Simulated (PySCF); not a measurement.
# Electron correlation in Br²³⁺ (bromine, charge +23)

Starting occupation: [Ne] 3s2. Computed with PySCF 2.14 in an uncontracted even-tempered set (18 s from 0.98 bohr⁻², ratio 2.6; 13 p from 1.3 bohr⁻², ratio 2.6; 7 d from 1.3 bohr⁻², ratio 2.8; 4 f from 20 bohr⁻², ratio 2.8), with X2C-1e with screened-nucleus spin-orbit coupling, Gaussian nucleus. Frozen: 1s2; 10 electrons correlated; the 48 highest virtual spinors left out.

MP2 pair energies summed by pair of shells (mhartree):

```
       pair  energy  share (%)
2p1/2-2p3/2  -96.12       22.5
2p3/2-2p3/2  -92.22       21.6
3s1/2-3s1/2  -85.64       20.0
2p3/2-2s1/2  -39.81        9.3
2p3/2-3s1/2  -35.71        8.3
2p1/2-2p1/2  -22.34        5.2
2p1/2-2s1/2  -20.11        4.7
2p1/2-3s1/2  -17.20        4.0
2s1/2-2s1/2  -10.51        2.5
2s1/2-3s1/2   -8.18        1.9
```

Total MP2 correlation energy: -427.84 mhartree.

The virtual space was cut to 56 spinors, which keep -372.87 of the -427.84 mhartree of MP2 correlation.

| level | correlation energy (mhartree) |
| --- | --- |
| CCSD | -400.62 |

Diagnostics: T1 = 0.00042, largest double amplitude 0.089.

**Question.** Is a single reference adequate?

**Answer.** Mostly. T1 lies below 0.03, but a double amplitude of this size points to a near-degeneracy that CCSD handles and MP2 describes poorly.

The coupled-cluster values are those of the cut space; adding the MP2 remainder, -54.97 mhartree, estimates the full space.

At this charge the one-electron X2C treatment keeps the bare 1/r₁₂, with no two-electron picture change or Breit term. The effect here is smaller than on the frozen 1s shell.
